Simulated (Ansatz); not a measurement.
`C=N[SiH](O)F` + H–F → `O[SiH](F)F` + `C=N` at 600 K and 1 bar (ligand exchange at the Si–N bond).

Program: Ansatz. Geometries: PBE0-D4/def2-TZVP. ΔE: electronic, gas phase. CBS: MP2 limit from def2 TZ/QZ plus the TZ coupled-cluster correction, frozen cores. This one scheme is used for every species. Each species was taken in one conformer, which may not be the lowest.

| species | CCSD(T)/CBS energy (Eh) | H − E (kJ/mol) | S (J/(mol·K)) |
| --- | --- | --- | --- |
| `C=N[SiH](O)F` | -559.32434 | 206.4 | 425.0 |
| H–F | -100.39570 | 42.3 | 194.0 |
| `O[SiH](F)F` | -565.23707 | 118.9 | 358.9 |
| `C=N` | -94.52360 | 129.6 | 259.4 |

H − E and S are ideal-gas, rigid-rotor, harmonic terms from PBE0-D4/def2-TZVP, for one conformer and one mirror image of each species. 1 Eh = 2625.50 kJ/mol, R = 8.31446 J/(mol·K).

By hand: ΔE, ΔH, ΔS and ΔG.

ΔE = (-565.23707) + (-94.52360) − (-559.32434) − (-100.39570) = -0.04063 Eh = -106.7 kJ/mol. Δ(H − E) = 118.9 + 129.6 − 206.4 − 42.3 = -0.2, so ΔH = -106.9 kJ/mol. ΔS = 358.9 + 259.4 − 425.0 − 194.0 = -0.7 J/(mol·K). ΔG = -106.9 − 600 × (-0.7)/1000 = -106.5 kJ/mol.

By hand: the equilibrium constant, and the temperature at which ΔG would vanish if ΔH and ΔS stayed fixed.

log₁₀ K = −ΔG/(RT ln 10) = 9.3. ΔG = 0 at ΔH/ΔS = 152714 K, far beyond where these terms or the molecules hold.

The number of gas molecules stays the same, so ΔS is small and ΔH decides. A doubt of 5 kJ/mol in ΔE shifts log₁₀ K by 0.4 here. Other conformers and mirror images would add mixing entropy, several J/(mol·K) or more a flexible species. Modes under 60 cm⁻¹, often nearly free rotors, make the harmonic entropy too high. These are equilibria of isolated gas molecules and say nothing of rates. Largest T1 diagnostic: 0.013 (customary marks: 0.02 for closed shells, 0.045 for open ones).
